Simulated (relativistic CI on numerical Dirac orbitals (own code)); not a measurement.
Radial Dirac CI calculation of Sr XIII: levels, rates and radial parameters.

Command:

```sh
python run_levels.py task.json out
```

Input:

```
atom Sr  Z=38  charge=12  electrons=26
nucleus A=88  rms_radius_fm=4.2240
hamiltonian dirac-coulomb  breit=on  qed=on  c_scale=1
orbitals kli  potential=per-configuration
slater_scale 1
correlation none
mixing on
configurations
  [Ar] 3d8
  [Ne] 3s2 3p5 3d9
  [Ne] 3s2 3p4 3d10
  [Ne] 3s 3p6 3d9
  [Ar] 3d7 4s
  [Ar] 3d7 4p
  [Ne] 3p6 3d10
  [Ar] 3d7 4d
  [Ar] 3d6 4s2
  [Ne] 3s 3p5 3d10
  [Ar] 3d6 4s 4p
  [Ar] 3d7 4f
  [Ar] 3d7 5s
  [Ar] 3d6 4p2
  [Ar] 3d7 5p
  [Ne] 3s2 3p5 3d8 4s
  [Ar] 3d6 4s 4d
  [Ar] 3d7 5d
  [Ar] 3d6 4p 4d
  [Ne] 3s2 3p4 3d9 4s
  [Ne] 3s2 3p5 3d8 4p
  [Ar] 3d7 5f
  [Ar] 3d7 5g
  [Ar] 3d7 6s
  [Ne] 3s2 3p4 3d9 4p
  [Ar] 3d7 6p
  [Ne] 3s2 3p5 3d7 4s2
  [Ar] 3d6 4d2
  [Ar] 3d7 6d
  [Ne] 3s2 3p5 3d7 4s 4p
  [Ne] 3s2 3p5 3d8 4d
  [Ne] 3s2 3p4 3d9 4d
  [Ne] 3s 3p6 3d8 4s
  [Ne] 3s 3p5 3d9 4s
  [Ne] 3s2 3p5 3d7 4p2
  [Ne] 3s2 3p5 3d7 4s 4d
  [Ne] 3s 3p5 3d9 4p
  [Ne] 3s2 3p5 3d8 4f
  [Ne] 3s 3p6 3d8 4p
  [Ne] 3s 3p6 3d7 4s2
end
```

Hardware: one thread of Neoverse-V2, on a shared host. Rates were computed among at most 500 levels.

**Question.** How large is the problem, and how long does it take?

**Answer.** 12489 determinants at the lowest M give 12489 levels; 353 SCF iterations in all; about 22 s of CPU and 0.74 GiB at the peak.
